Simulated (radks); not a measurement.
Spherical quantum dot in the effective-mass picture: electrons in a parabolic well V = omega^2 r^2 / 2 with omega = 0.363, with a point charge +1 (a donor) at the centre, all in effective atomic units (hartree* = m*/eps^2 hartree, bohr* = eps/m* bohr), one dielectric constant everywhere. Calculated with a radial shooting solver with Libxc functionals: non-relativistic Kohn-Sham, r2SCAN, spin-polarised, spherical densities, generalised Kohn-Sham scheme. Levels are named by radial order and angular momentum (1s, 1p, 1d, 2s, ...), and open shells are averaged over m. Results are scaled to m* = 0.027 and eps = 4.2, for which hartree* = 41.65 meV and bohr* = 8.232 nm. Each electron was tried in the lowest free levels, single moves between levels near the top were tried too, and the lowest total energy was kept; such a search can miss a lower state. At N = 1 the Hartree and exchange-correlation terms need not cancel, so that row can carry a self-interaction error.

\begin{tabular}{lrrrrrr}
N & open shells & 2S & mu = E(N) - E(N-1) (meV) & addition energy mu(N+1) - mu(N) (meV) & e(HOMO) (meV) & rms radius (nm) \\ \hline
1 & 1s(up 1, down 0) & 1 & -14.702 & 27.76 & -4.1041 & 11.13 \\
2 & none & 0 & 13.059 & 37.74 & 21.411 & 13.17 \\
3 & 1p(up 1, down 0) & 1 & 50.798 & 11.11 & 56.177 & 17.17 \\
4 & 1p(up 2, down 0) & 2 & 61.911 & 11.42 & 67.638 & 19.36 \\
5 & 1p(up 3, down 0) & 3 & 73.327 & 15.61 & 78.988 & 20.95 \\
6 & 1p(up 3, down 1) & 2 & 88.938 & 9.523 & 93.562 & 22.38 \\
7 & 1p(up 3, down 2) & 1 & 98.460 & 9.837 & 103.38 & 23.57 \\
8 & none & 0 & 108.30 & 14.83 & 113.21 & 24.62 \\
9 & 2s(up 1, down 0) & 1 & 123.13 & 11.35 & 127.45 & 25.83 \\
10 & none & 0 & 134.48 & 11.59 & 138.74 & 26.90 \\
11 & 1d(up 1, down 0) & 1 & 146.06 & 8.357 & 150.24 & 27.88 \\
12 & 1d(up 2, down 0) & 2 & 154.42 & 8.317 & 158.59 & 28.77 \\
13 & 1d(up 3, down 0) & 3 & 162.74 & 8.233 & 166.87 & 29.57 \\
14 & 1d(up 4, down 0) & 4 & 170.97 & 8.131 & 175.05 & 30.32 \\
15 & 1d(up 5, down 0) & 5 & 179.10 & 10.76 & 183.13 & 31.02 \\
16 & 1d(up 5, down 1) & 4 & 189.86 & 7.508 & 193.60 & 31.71 \\
17 & 1d(up 5, down 2) & 3 & 197.37 & 7.528 & 201.13 & 32.36 \\
18 & 1d(up 5, down 3) & 2 & 204.89 & 7.498 & 208.65 & 32.97 \\
19 & 1d(up 5, down 4) & 1 & 212.39 & 7.444 & 216.12 & 33.55 \\
20 & none & 0 & 219.84 & 14.90 & 223.54 & 34.11 \\
21 & 1f(up 1, down 0) & 1 & 234.74 & 6.925 & 238.21 & 34.73 \\
22 & 1f(up 2, down 0) & 2 & 241.67 & 6.899 & 245.12 & 35.32 \\
23 & 1f(up 3, down 0) & 3 & 248.56 & 6.859 & 252.00 & 35.88 \\
24 & 1f(up 4, down 0) & 4 & 255.42 & 6.813 & 258.84 & 36.41 \\
25 & 1f(up 5, down 0) & 5 & 262.24 & 6.763 & 265.63 & 36.93 \\
26 & 1f(up 6, down 0) & 6 & 269.00 & 6.710 & 272.36 & 37.42 \\
27 & 1f(up 7, down 0) & 7 & 275.71 & 9.067 & 279.05 & 37.90 \\
28 & 1f(up 7, down 1) & 6 & 284.78 & 6.369 & 287.96 & 38.37 \\
29 & 1f(up 7, down 2) & 5 & 291.15 & 6.365 & 294.33 & 38.83 \\
30 & 1f(up 7, down 3) & 4 & 297.51 & 6.349 & 300.69 & 39.27 \\
31 & 1f(up 7, down 4) & 3 & 303.86 & 6.324 & 307.03 & 39.70 \\
32 & 1f(up 7, down 5) & 2 & 310.18 & 6.293 & 313.34 & 40.12 \\
33 & 1f(up 7, down 6) & 1 & 316.48 & 6.259 & 319.61 & 40.53 \\
34 & none & 0 & 322.74 & 7.753 & 325.85 & 40.93 \\
35 & 2p(up 1, down 0) & 1 & 330.49 & 6.008 & 333.47 & 41.32 \\
36 & 2p(up 2, down 0) & 2 & 336.50 & 6.136 & 339.55 & 41.71 \\
37 & 2p(up 3, down 0) & 3 & 342.63 & 8.456 & 345.73 & 42.08 \\
38 & 2p(up 3, down 1) & 2 & 351.09 & 5.857 & 354.01 & 42.45 \\
39 & 2p(up 3, down 2) & 1 & 356.95 & 5.892 & 359.88 & 42.82 \\
40 & none & 0 & 362.84 & 8.668 & 365.81 & 43.18 \\
41 & 1g(up 1, down 0) & 1 & 371.51 & 5.766 & 374.39 & 43.55 \\
42 & 1g(up 2, down 0) & 2 & 377.27 & 5.744 & 380.15 & 43.91 \\
43 & 1g(up 3, down 0) & 3 & 383.02 & - & 385.88 & 44.26 \\
\end{tabular}

All shells are closed at N = 2, 8, 10, 20, 34, 40 (there: 1s2 1p6 1d10 2s2 1f14 2p6); the second difference of the energy has clear peaks (12 % above both neighbours; the first and last values, which can be the largest, are not judged, and half-filled shells can peak too) at N = 2, 5, 8, 15, 20, 27, 34, 37, 40.
